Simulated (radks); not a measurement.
Values are calculated unless marked as measured or tabulated.
The strontium ion Sr+, configuration [Kr] 4d1 (not the ground configuration). Level of theory: Dirac Kohn-Sham, PBEsol, spin-unpolarised, spherical densities, finite nucleus; open shells are shared between the two j in proportion to 2j + 1; Fermi nuclear charge, rms radius 4.224 fm (a radial shooting solver on a logarithmic mesh with Libxc functionals).

X-ray form factor f0, the Fourier transform of the density (f0(0) = 37):

sin(theta)/lambda (1/angstrom)  f0 (electrons)
0.05                                    36.330
0.1                                     34.633
0.15                                    32.432
0.2                                     30.094
0.25                                    27.843
0.3                                     25.805
0.4                                     22.467
0.5                                     19.876
0.6                                     17.680
0.8                                     13.862
1                                       10.809
1.25                                     8.245
1.5                                      6.779
2                                        5.322
